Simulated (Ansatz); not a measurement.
CH₆AlBO₂Si. Charge 0, multiplicity 1. The bonds changed during the relaxation, so this is another structure than the one it started from.

| atom | x (Å) | y (Å) | z (Å) |
| --- | --- | --- | --- |
| O1 | 0.873 | -0.898 | -0.879 |
| C2 | 0.817 | -0.046 | -1.786 |
| O3 | -0.064 | 0.876 | -1.835 |
| Si4 | -1.237 | 0.748 | -0.481 |
| B5 | -0.183 | -0.768 | 0.289 |
| Al6 | 0.712 | -0.370 | 2.156 |
| H7 | 1.558 | -0.081 | -2.585 |
| H8 | -1.213 | 2.121 | 0.093 |
| H9 | -2.547 | 0.628 | -1.182 |
| H10 | -0.777 | -1.816 | 0.363 |
| H11 | 2.282 | -0.168 | 2.399 |
| H12 | -0.222 | -0.226 | 3.447 |

Give the diagnostics of a CCSD(T)/def2-TZVPP run (frozen core, the Gaussian-basis code of Ansatz). (Best estimate.)

The calculation gave: T1 = 0.0176, largest single amplitude 0.051, largest double 0.040, (T) share of the correlation energy 4.1 %, 12 CCSD cycles. The RHF solution is stable towards an unrestricted one. T1 lies under the customary mark of 0.02 for closed shells.
